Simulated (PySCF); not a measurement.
H6GaNO3, singlet (PBE0/def2-SVP optimised geometry):

```
11

Ga    -0.320    -0.129     0.000
O     -1.159     1.473     0.000
H     -1.855     1.527    -0.661
O     -1.162    -1.527    -0.781
H     -0.596    -1.998    -1.399
O      1.488    -0.129     0.000
H      1.855     0.709    -0.295
N     -0.639    -0.655     1.987
H      0.257    -0.769     2.460
H     -1.155    -1.534     2.028
H     -1.177     0.074     2.455
```

Calculation: PBE0/def2-TZVP run with PySCF.

Problem. What are the frontier orbital energies and the dipole moment?

Solution. HOMO-2 -7.90 eV, HOMO-1 -7.84 eV, HOMO -7.84 eV, LUMO -0.07 eV, LUMO+1 1.05 eV; dipole moment 3.26 D.

On the same geometry PBE/def2-TZVP run with PySCF gives HOMO-2 -6.19 eV, HOMO-1 -6.13 eV, HOMO -6.12 eV, LUMO -0.94 eV, LUMO+1 0.16 eV; dipole moment 3.24 D.

Meta-Löwdin charges at PBE0/def2-TZVP: Ga1 1.01, O2 -0.78, H3 0.34, O4 -0.78, H5 0.34, O6 -0.78, H7 0.34, N8 -0.49, H9 0.27, H10 0.27, H11 0.27.
